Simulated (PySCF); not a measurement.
**Correlation energy of Co²⁺ (cobalt, charge +2)**

[Ar] 3d7, high-spin 4F determinant. All numbers are calculated (PySCF 2.14, scalar relativity by spin-free X2C-1e, in x2c-TZVPPall with one added diffuse shell each of s, p, d, f type (7s6p5d3f1g, 80 functions)). Frozen: [Ne]; 15 electrons correlated.

MP2 pair energies summed by pair of shells (mhartree):

| pair | energy | share (%) |
| --- | --- | --- |
| 3p-3d | -197.05 | 39.0 |
| 3d-3d | -179.58 | 35.5 |
| 3p-3p | -58.04 | 11.5 |
| 3s-3d | -38.07 | 7.5 |
| 3s-3p | -28.34 | 5.6 |
| 3s-3s | -4.09 | 0.8 |

Total MP2 correlation energy: -505.17 mhartree.

Same-spin part -164.91 and opposite-spin part -340.26 mhartree; SCS-MP2 scales them by 1/3 and 6/5 to -463.28 mhartree.

This basis was not built for core-valence correlation, so the inner-shell part is incomplete.
